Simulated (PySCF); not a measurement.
Computed Raman spectrum (relative Raman activity) of a molecule C2H6GeO2. Geometry optimised at B3LYP-D3(BJ)/def2-SVP. The values are those of a single conformer. Level of theory: B3LYP-D3(BJ)/def2-SVP in PySCF 2.14.0. Frequencies are harmonic and unscaled.

Lines under 2 % of the strongest are left out, and lines within 2 cm⁻¹ are merged.

ν (cm⁻¹): 557 (w), 577 (vw), 621 (vw), 647 (vw), 845 (w), 870 (w), 880 (w), 955 (vw), 1306 (vw), 1438 (w), 1447 (w), 2165 (vs), 2175 (m), 2181 (m), 3051 (s), 3130 (m), 3178 (m) (against the strongest line: vs over 80 %, s over 45 %, m over 15 %, w over 4 %, vw less)

**Question.** Which molecule gave these data?
A) [CH3][GeH2][O]C=O
B) [CH3][Ge@@H]([OH])[CH]=O
C) CC(=O)[O][GeH3]
D) C1C[O][GeH2][O]1

**Answer.** C, CC(=O)[O][GeH3]
